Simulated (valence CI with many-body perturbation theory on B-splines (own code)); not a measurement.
The numbers below are computed, except where a source is named.
# Yb LXVI: what the settings do

Method: valence CI with perturbative core correlation (CI+MBPT): three valence electrons over a frozen Dirac-Fock core [He], a basis of 6 s, 6 p, 5 d, 3 f, 1 g functions for each j, with the one-electron correlation potential Σ1 (screened to all orders), the two-electron term Σ2, the three-electron term Σ3, Breit, model QED; selected single and double excitations, second order for the rest, scaled by the run's own slope (own B-spline code, finite nucleus).

The last digits are not significant, and no measured levels were compared; by estimate large intervals hold to a few tenths of a per cent, small ones and those within an open d or f shell to about a per cent.

The reference run has the lowest level (2s^2 2p1/2) J=1/2 and an ionisation energy of 16565.6 eV. Its largest variational space holds 3404 state functions.

Levels are named by their leading jj configuration (3d3/2^4 stands for four electrons in 3d with j = 3/2), which in mixed levels can hold well under half, so a name can repeat and another be missing. Letters in brackets count levels of one name in rising energy.

Changed runs:
A. correlating orbitals by l 3 3 3 2 1 → 4 4 3 0 0
B. factor on the speed of light 1 → 10; QED terms on → off
C. Davidson tolerance 2e-05 → 0.0003
D. start configuration 2s2 2p1 → 2s2 3p1 (bad on purpose)

Excitation energies of the reference run in cm⁻¹, and shifts in cm⁻¹:

| Level | Reference | A | B | C |
| --- | --- | --- | --- | --- |
| (2s 2p1/2^2) J=1/2 | 1988920 | +115 | -1017781 | 0 |
| (2s^2 2p3/2) J=3/2 | 9163990 | -55 | -9088330 | 0 |
| (2s 2p1/2 2p3/2) J=3/2 [a] | 10560200 | -729 | -9560807 | 0 |
| (2s 2p1/2 2p3/2) J=5/2 | 10877900 | +344 |  | 0 |
| (2s 2p1/2 2p3/2) J=1/2 | 11420500 | +643 |  | 0 |
| (2s 2p1/2 2p3/2) J=3/2 [b] | 11437000 | +1276 | -9677787 | 0 |
| (2p1/2^2 2p3/2) J=3/2 | 13508700 | +561 |  | 0 |
| (2s 2p3/2^2) J=5/2 | 19868300 | -149 |  | 0 |
| (2s 2p3/2^2) J=1/2 | 20689700 | +878 |  | 0 |
| (2s 2p3/2^2) J=3/2 | 20695700 | +1172 | -18349248 | 0 |
| (2p1/2 2p3/2^2) J=3/2 | 22303600 | +10 |  | 0 |
| (2p1/2 2p3/2^2) J=5/2 | 22485000 | +1058 | -18982240 | 0 |
| Ionisation energy (eV) | 16565.6 | -0.15 | -1324.3 | 0 |

A blank means that the level has no clear partner in that run.

No effect on these energies: C.

Run D: It gave no result: the start configuration must fill the lowest shells above the core. The program said: "3p is not the lowest shell of its kind above the core".
